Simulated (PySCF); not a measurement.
Identify the unknown among the candidates.

All candidates are CH10OSSi3.

| technique | computed result |
| --- | --- |
| UV, strongest line | among the 8 lowest singlet transitions: S6 at 6.96 eV (178 nm, f = 0.046) [TDDFT CAM-B3LYP/def2-SVPD] |
| Rotational structure | rotational constants A, B, C: 1.584, 1.094, 0.702 GHz [GFN2-xTB] |
| NMR, other nuclei | isotropic shieldings of nuclei other than C and H, by class: 334 (1 O), 369 (1 Si), 371 (1 Si), 406 (1 Si), 822 (1 S) ppm [GIAO PBE0/pcSseg-1] |
| Polarisability | 119.2 au [CAM-B3LYP/def2-SVPD] |
| UV, first state | lowest singlet excitation: 5.35 eV (232 nm, f = 0.031) [TDDFT CAM-B3LYP/def2-SVPD] |
| 13C NMR | chemical shifts (computed TMS as zero) by class: -3.5 (1 C) ppm [GIAO PBE0/pcSseg-1] |

Gas-phase values; electronic properties from PySCF, density fitting. Levels stand in brackets. One conformer (not necessarily the lowest) at the GFN2-xTB geometry, without solvent, vibrations or thermal averaging. GFN2-xTB frequencies show an imaginary mode (25i cm⁻¹), so this geometry is no minimum at that level. NMR classes are plain means over equivalent atoms (diastereotopic ones count apart unless rotation or inversion swaps them), as if these changed places fast.

Question: Which candidate is it?
A. `[SiH3]CS[SiH2]O[SiH3]`
B. `C[Si@@H](S)[SiH2]O[SiH3]`
C. `C[Si@H]([SiH2]O)S[SiH3]`

Answer: C. It is `C[Si@H]([SiH2]O)S[SiH3]`. Numbering: `[CH3:1][Si@H:2]([SiH2:3][OH:4])[S:5][SiH3:6]`. Its formula, CH10OSSi3, gives 0 degrees of unsaturation, so no ring and no π bond. The one carbon: Si-methyl carbon [C1] (-3.5 ppm). The other shieldings belong to: 334 ppm, silanol oxygen [O4]; 369 ppm, SiH silicon [Si2]; 371 ppm, oxygen-bound silicon [Si3]; 406 ppm, SiH3 silicon [Si6]; 822 ppm, sulfur bonded to 2 Si [S5]. The optimised geometry has point group C1 and is an asymmetric top.

The others, at the same levels:
- `C[Si@@H](S)[SiH2]O[SiH3]` fails: its computed lowest singlet excitation is 5.50 eV (225 nm, f = 0.015) (against 5.35 eV), strongest line among the 8 lowest singlet transitions is S7 at 7.26 eV (171 nm, f = 0.052) (against S6 at 6.96 eV) and static isotropic polarisability is 117.1 au (against 119.2 au).
- `[SiH3]CS[SiH2]O[SiH3]` fails: its computed 13C shifts are 6.5 (1 C) ppm and rotational constant A is 1.886 GHz (against 1.584 GHz).

Each candidate is one conformer, not necessarily the lowest. Dipoles, sizes and rotational constants follow the conformer. The torsions of the flexible species, by atom-mapped SMILES:
- `[CH3:1][Si@H:2]([SiH2:3][OH:4])[S:5][SiH3:6]`: C1–Si2–Si3–O4 -175°, C1–Si2–S5–Si6 -167°, H–O4–Si3–Si2 62°
- `[CH3:1][Si@@H:2]([SH:3])[SiH2:4][O:5][SiH3:6]`: C1–Si2–Si4–O5 70°, Si2–Si4–O5–Si6 172°, H–S3–Si2–C1 174°
- `[SiH3:1][CH2:2][S:3][SiH2:4][O:5][SiH3:6]`: Si1–C2–S3–Si4 77°, C2–S3–Si4–O5 33°, S3–Si4–O5–Si6 79°
